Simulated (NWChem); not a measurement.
Si₂NH₆OF; SMILES F[Si@@H]([SiH2]O)N

```xyz
11

N     -1.0979    -1.9843    -0.2236
Si     0.1000    -0.9046     0.3765
F      1.5807    -1.0948    -0.2895
Si    -0.6244     1.2764    -0.0981
O      0.5802     2.4300     0.0611
H     -1.4648    -1.8963    -1.1636
H     -1.1476    -2.9430     0.1012
H      0.2587    -1.2347     1.8173
H     -1.2266     1.2772    -1.4700
H     -1.6864     1.6792     0.8586
H      1.4255     2.2160    -0.3584
```
Atoms are numbered in this order, from 1.

Computed with NWChem. Geometry: optimised at B3LYP/6-31G* (spherical d). Level MN15/def2-SVP: energy and gradient on several grids; changes count from the extra-fine grid, which is no exact limit either.

```json
[
 {"grid": "xcoarse", "size of the energy change (μHa)": "60000", "largest change of a gradient component (μHa/bohr)": "2000", "time, medium = 1 (rough)": "about 1"},
 {"grid": "coarse", "size of the energy change (μHa)": "2000", "largest change of a gradient component (μHa/bohr)": "600", "time, medium = 1 (rough)": "about 1"},
 {"grid": "medium", "size of the energy change (μHa)": "40", "largest change of a gradient component (μHa/bohr)": "200", "time, medium = 1 (rough)": "about 1"},
 {"grid": "fine", "size of the energy change (μHa)": "< 10", "largest change of a gradient component (μHa/bohr)": "< 30", "time, medium = 1 (rough)": "about 1"},
 {"grid": "xfine", "size of the energy change (μHa)": "< 10", "largest change of a gradient component (μHa/bohr)": "< 30", "time, medium = 1 (rough)": "2"}
]
```
